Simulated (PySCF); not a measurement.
# Electron correlation in He (helium, neutral)

1s2, closed-shell 1S. Computed with PySCF 2.14 in aug-cc-pVDZ-DK (3s2p, 9 functions), with scalar relativity by spin-free X2C-1e. Frozen: nothing; 2 electrons correlated.

Total MP2 correlation energy: -26.97 mhartree.

Same-spin part 0.00 and opposite-spin part -26.97 mhartree; SCS-MP2 scales them by 1/3 and 6/5 to -32.36 mhartree.

With two correlated electrons CCSD is exact within the correlated space (frozen core and kept virtual orbitals).

```csv
level,correlation energy (mhartree)
CCSD,-33.85
```

Diagnostics: T1 = 0.0029, D1 = 0.0041, largest double amplitude 0.051.

Question: Is a single reference adequate?

Answer: Yes: T1 lies below 0.03 and no double amplitude reaches 0.07.
